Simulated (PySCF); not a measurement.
Level of theory: PBE-D3(BJ)/def2-TZVP // r2SCAN-D4/def2-SVP in PySCF 2.14.0. All species are isolated molecules in the gas phase. One relaxed conformer stands for a flexible species; it need not be the lowest. 

Reference species: [Ta(Cl)(NH2)4] (neutral, multiplicity 1).

```json
{
  "HOMO": "-5.80 eV",
  "LUMO": "-1.96 eV",
  "coordination_number": "5"
}
```

Changed species: [Ta(NH2)5] (5 of 5 Cl replaced by NH2; the reference has 4 of 5 Cl replaced by NH2).

Question: Give the shifts of the HOMO, LUMO and coordination number.

Answer: the HOMO increases by 0.74 eV, to -5.06 eV; the LUMO increases by 0.76 eV, to -1.20 eV; the coordination number hardly moves.
